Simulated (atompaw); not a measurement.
# Scattering properties, PAW (atompaw) potential for Au

- Element: gold (Au)
- Generator: atompaw 4.2.0.5
- Type: PAW
- Functional: LDA (PW92)
- Relativity: scalar-relativistic
- Frozen core: [Kr] 4d10 4f14 5s2
- Valence charge: 17
- Reference configuration: 5p6 5d10 6s1 6p0
- Partial waves: 6s (bound): rc 2.02 bohr; 6s channel at 2.95 Ry: rc 2.02 bohr; 5p (bound): rc 1.66 bohr; 6p (bound, empty): rc 1.56 bohr; 5d (bound): rc 1.92 bohr; 5d channel at 1.1 Ry: rc 1.92 bohr
- Local potential: troulliermartins scheme with l = 3 at 1 Ry, radius 1.88 bohr
- Core correction: smooth core density matched at 1.26 bohr
- Augmentation charge: sinc compensation charge, radius 1.70 bohr; PAW radius 2.02 bohr; waves and projectors: modrrkj vanderbiltortho

The phase is arctan(r·u′/u) with u = r·R(r), unwrapped; energies in Ry, scanned from -6 to 5 Ry. A pole is an energy at which the radial function vanishes at the test radius. The pseudo phase is shifted by a multiple of π to meet the all-electron one at the reference energy, and phase errors are pseudo minus all-electron; the curves can meet again beyond the range given. Levels narrower than the energy grid can be missing from the lists of poles.

| channel | radius (bohr) | reference energy (Ry) | poles, all-electron | poles, pseudo | unbroken range about the reference energy with phases within 0.05 rad | phase error 1 Ry above the reference energy (rad) |
| --- | --- | --- | --- | --- | --- | --- |
| s | 2.03 | -0.45 | none | -1.41 | above -1.3 | +0.005 |
| p | 2.03 | -0.06 | -4.15 | -4.15 | the whole range | +0.001 |
| d | 2.03 | -0.52 | 0.61 | 4.45 | -0.6 to -0.5 | +0.236 |

Note: ghost state, extra bound levels that the all-electron valence spectrum of the same l lacks: s at -19.6 eV. A true bound ghost makes a file unfit for plane-wave use.

Phases in the p channel:

```
E (Ry)  all-electron  pseudo
 -6.00         1.300   1.300
 -5.76         1.279   1.280
 -5.52         1.249   1.250
 -5.28         1.201   1.202
 -5.04         1.103   1.104
 -4.80         0.791   0.793
 -4.56        -0.766  -0.766
 -4.32        -1.449  -1.449
 -4.08        -1.600  -1.600
 -3.84        -1.666  -1.665
 -3.60        -1.704  -1.704
 -3.36        -1.731  -1.731
 -3.12        -1.753  -1.752
 -2.88        -1.771  -1.771
 -2.64        -1.788  -1.788
 -2.40        -1.804  -1.804
 -2.16        -1.819  -1.819
 -1.92        -1.836  -1.836
 -1.68        -1.853  -1.853
 -1.44        -1.871  -1.871
 -1.20        -1.891  -1.891
 -0.96        -1.913  -1.913
 -0.72        -1.938  -1.938
 -0.48        -1.967  -1.967
 -0.24        -2.001  -2.001
  0.00        -2.041  -2.041
  0.24        -2.089  -2.089
  0.48        -2.148  -2.148
  0.72        -2.223  -2.223
  0.96        -2.320  -2.319
  1.20        -2.447  -2.446
  1.44        -2.616  -2.612
  1.68        -2.835  -2.829
  1.92        -3.102  -3.092
  2.16        -3.388  -3.375
  2.40        -3.652  -3.638
  2.64        -3.868  -3.854
  2.88        -4.034  -4.020
  3.12        -4.158  -4.146
  3.36        -4.253  -4.242
  3.60        -4.327  -4.316
  3.84        -4.385  -4.375
  4.08        -4.433  -4.423
  4.32        -4.471  -4.462
  4.56        -4.504  -4.495
  4.80        -4.532  -4.523
```
